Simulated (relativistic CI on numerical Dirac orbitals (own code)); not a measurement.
Pm25+: q coefficients and field-shift factors

Calculated at this level of theory: Dirac-Coulomb-Breit CI, orbitals from a KLI potential per configuration, derivatives by finite differences, unscaled Slater integrals, QED left out (own radial code, finite nucleus).

CI space (outside the closed core [Ar] 3d10): 4s2.4p6, 4s2.4p5.4d, 4s.4p6.4d, 4s2.4p5.4f, 4s.4p6.4f, 4p6.4d2, 4p5.4d3, 4p5.4d2.4f. Double excitations out of closed p, d and f shells are left out; levels of such configurations are missing from the list, as are those of other unlisted configurations, and high levels can miss mixing partners.

With x = (α/α₀)² − 1 an excitation energy changes as ω = ω₀ + qx; K = 2q/ω₀ is the relative enhancement. Terms are leading LS components, so labels can repeat. The field-shift factor is F = δν/δ⟨r²⟩ for the transition from the lowest level.

Lowest level 4s2.4p6 1S_0.

```
           Level  ω₀ (cm⁻¹)  q (cm⁻¹)       K  F (GHz/fm²)
4s2.4p5.4d 3P°_0     834630     19910  0.0477         3.62
4s2.4p5.4d 3P°_1     855250     28660   0.067         3.64
4s2.4p5.4d 3F°_3     879086     22950  0.0522         3.17
4s2.4p5.4d 3D°_2     886173     27090  0.0611         3.55
4s2.4p5.4d 3F°_4     908240     71710   0.158         3.75
4s2.4p5.4d 1D°_2     923727     72200   0.156         4.06
4s2.4p5.4d 3D°_3     958462     71000   0.148         4.56
4s2.4p5.4d 3D°_1    1029068    123500    0.24        0.289
4s2.4p5.4d 3F°_2    1122345    303200    0.54        -13.3
4s2.4p5.4d 3D°_2    1179086    352800   0.598        -11.9
4s2.4p5.4d 1F°_3    1192529    355500   0.596        -12.4
4s2.4p5.4d 1P°_1    1294710    249100   0.385        -7.87
  4s.4p6.4d 3D_1    1720546    328400   0.382         -408
  4s.4p6.4d 3D_2    1738347    346000   0.398         -416
  4s.4p6.4d 3D_3    1777792    390300   0.439         -420
  4s.4p6.4d 1D_2    1857540    400600   0.431         -459
 4s2.4p5.4f 3G_5    1999186     75690  0.0757         11.7
 4s2.4p5.4f 3G_4    2004153     68500  0.0684         11.4
 4s2.4p5.4f 3D_1    2007572    103100   0.103        -44.8
 4s2.4p5.4f 3D_2    2018996    103600   0.103        -37.5
 4s2.4p5.4f 3F_3    2024447     71390  0.0705         9.01
 4s2.4p5.4f 3D_3    2034189    100800  0.0991        -21.7
 4s2.4p5.4f 3F_4    2040988     76510   0.075         11.8
```

At this charge energies of transitions that change n are usually good to better than 1 %, and those within a shell (Δn = 0) to a few per cent.
